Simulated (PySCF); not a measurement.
A survey of 19F NMR shifts

- PBE0/pcSseg-1 with gauge-including orbitals
- coordinates at the GFN2-xTB level
- program: PySCF 2.14
- relativity neglected, single conformer, gas phase, averaged over atoms made equivalent by symmetry, fast rotation or ring inversion

Shieldings were converted by a linear fit to measured shifts: 19F: δ = 146.13 − 0.903σ +14.6 on sp3 carbon (rms 6.0 ppm, 223 shifts, 7.0 ppm with the 5 outliers that the fit left out vs CFCl3, solution or neat liquid). A few per cent of atoms miss by over 2 rms, more outside the fitted compound classes.

Task: Give the 19F shifts of `N#C[C@H]([SiH3])/C(F)=C\F`.

Result: 
```csv
compound,environment,δ (ppm)
[N:1]#[C:2][C@H:3]([SiH3:4])/[C:5]([F:6])=[CH:7]\[F:8],F6: vinylic fluorine,-159.8
[N:1]#[C:2][C@H:3]([SiH3:4])/[C:5]([F:6])=[CH:7]\[F:8],F8: vinylic fluorine,-170.5
```

Task: Match the shifts -63.0, -155.4, -225.4 ppm to `FC[C@@H]1CCCNC1`, `Cc1nn(C)nc1F`, `N#C[C@H]1C[Si@H](C(F)(F)F)C1`.

Result: -63.0: N#C[C@H]1C[Si@H](C(F)(F)F)C1 (fluorine of a CF3 group); -155.4: Cc1nn(C)nc1F (aryl fluorine); -225.4: FC[C@@H]1CCCNC1 (fluorine on an sp3 carbon).
